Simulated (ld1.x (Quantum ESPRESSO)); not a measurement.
**Building the PAW potential for indium (PBEsol, scalar-relativistic).**

Input for ld1.x (Quantum ESPRESSO) 7.5:

```
&input
   title='In', zed=49., rel=1, dft='PBESOL', iswitch=3,
   config='[Kr] 4d10 5s2 5p1',
   nld=2, rlderiv=3.60, eminld=-3.0, emaxld=5.0, deld=0.02
 /
 &inputp
   pseudotype=3, lpaw=.true., tm=.true., lloc=-1, rcloc=2.75,
   nlcc=.true., new_core_ps=.true., rcore=1.60,
   which_augfun='BESSEL', rmatch_augfun=1.25,
   file_pseudopw='In.UPF', file_wfcaegen='ae.wfc', file_wfcncgen='nc.wfc', file_beta='beta', file_chi='chi', file_wfcusgen='us.wfc'
 /
4
5S  1  0   2.00   0.00  1.40  1.95  0.0
5S  1  0   0.00  -0.05  1.40  1.95  0.0
5P  2  1   1.00   0.00  2.85  3.30  0.0
5P  2  1   0.00   3.60  2.85  3.30  0.0
 &test
   configts(1)='5s2 5p1'
 /
```

Command:

```bash
ld1.x < In.in > In.out
```

The program printed (shortened: banner, matrices, multipoles, cross overlaps and the repeated all-electron block are left out):

```
[... start of the log left out ...]
     s(3P/3P) =  1.000000  <r> =   0.3473  <r2> =    0.1400  r(max) =   0.3075
     s(4S/4S) =  1.000000  <r> =   0.8479  <r2> =    0.8144  r(max) =   0.7658
     s(4P/4P) =  1.000000  <r> =   0.9219  <r2> =    0.9730  r(max) =   0.8152
     s(3D/3D) =  1.000000  <r> =   0.3245  <r2> =    0.1251  r(max) =   0.2581
     s(4D/4D) =  1.000000  <r> =   1.1839  <r2> =    1.6866  r(max) =   0.9354
     s(5S/5S) =  1.000000  <r> =   2.6031  <r2> =    7.7877  r(max) =   2.1612
     s(5P/5P) =  1.000000  <r> =   3.7012  <r2> =   16.2566  r(max) =   2.8453

     ------------------------ End of All-electron run ------------------------

     --------------------- Generating PAW atomic setup --------------------

      Generating local potential from pseudized AE potential:
      Matching radius rcloc =   2.7500

      Local pseudo, rcloc= 2.741 Estimated cut-off energy=     3.27 Ry

      Computing core charge for nlcc:

       r > 1.60 : true rho core
      Core charge pseudized with two Bessel functions
      Integrated core pseudo-charge :  17.40
      Wfc-us  5S rcutus= 1.931  Estimated cut-off energy=    11.39 Ry
      Wfc-us  5S rcutus= 1.931  Estimated cut-off energy=    12.07 Ry
      Wfc-us  5P rcutus= 3.265  Estimated cut-off energy=     7.17 Ry
      Wfc-us  5P rcutus= 3.265  Estimated cut-off energy=     7.92 Ry

     Required augmentation: BESSEL   radius:    1.250000
     Suggested rho cutoff for augmentation:  34.18 Ry

 %%%%%%%%%%%%%%%%%%%%%%%%%%%%%%%%%%%%%%%%%%%%%%%%%%%%%%%%%%%%%%%%%%%%%%%%%%%%%%
     Error in routine new_paw_hamiltonian (1):
     negative rho
 %%%%%%%%%%%%%%%%%%%%%%%%%%%%%%%%%%%%%%%%%%%%%%%%%%%%%%%%%%%%%%%%%%%%%%%%%%%%%%

     stopping ...
```

The run stopped because the spherical valence density built from the smooth waves and the augmentation charge turned negative at some radius.

The run took about 0.16 s on one core of a shared server CPU.
